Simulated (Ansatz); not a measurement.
Computed with Ansatz on PBE0-D4/def2-TZVP structures; ΔE is electronic, products minus reactants. CBS: MP2 limit from def2 TZ/QZ plus the TZ coupled-cluster correction, frozen cores. This one scheme is used for every species. Functionals use def2-TZVPP. One conformer a species, not always the lowest.

Consider the ligand exchange at the Al–C bond: `C[CH]([SiH3])[AlH][NH2]` + CH₃OH → `C[O][AlH][NH2]` + `CC[SiH3]`.

```tsv
species	PBE0-D4 energy (Eh)
`C[CH]([SiH3])[AlH][NH2]`	-668.61388
CH₃OH	-115.64111
`C[O][AlH][NH2]`	-413.97036
`CC[SiH3]`	-370.33170
```

(1) Work out ΔE.

Largest T1 diagnostic among the species: 0.011.

Results:

(1) ΔE = (-413.97036) + (-370.33170) − (-668.61388) − (-115.64111) = -0.04707 Eh = -123.6 kJ/mol. CCSD(T)/CBS gives -130.2 kJ/mol.

The D4 term adds +8.1 kJ/mol with B3LYP and +4.7 kJ/mol with PBE0; it sums over pairs of atoms, weighted by their polarisabilities, and B3LYP, whose exchange is more repulsive, gets the larger term. In def2-TZVPP, CCSD(T) changes the Hartree–Fock value by +23.6 kJ/mol (the triples alone add +4.0 kJ/mol) and MP2 by +22.4 kJ/mol.

B3LYP here is the variant with VWN-RPA as its local correlation; programs differ in this.
